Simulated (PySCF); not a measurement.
# From computed data to an observable: oscillator strength and radiative lifetime

N-methylmethanimine (C₂H₅N), SMILES N(C)=C.

Geometry optimised at PBE0-D3(BJ)/def2-TZVP.

TDA-CAM-B3LYP/def2-SVPD run with PySCF puts the first singlet state with f over 0.02 at 7.32 eV (vertical), with the transition dipole (-0.279, -0.315, 0.000) in atomic units.

Q: Find the oscillator strength, the wavelength and the radiative lifetime that this transition would have in vacuum if emission retraced absorption.

A: 
|μ|² = 0.1771 au, so |μ| = 1.07 D. ΔE = 7.32/27.211 = 0.2690 hartree. f = (2/3) ΔE |μ|² = 0.032 (the program prints 0.032).
λ = 1239.84/7.32 = 169 nm; ν = 59040 cm⁻¹.
Einstein's coefficient A = 0.6670 ν² f s⁻¹ (ν in cm⁻¹) = 7.4e7 s⁻¹, so τ = 1/A = 14 ns. This state is S2; the lower singlet has f = 0.002. The figure is the radiative limit of this one transition; relaxation, internal conversion, crossing to triplets and a medium change what is measured.
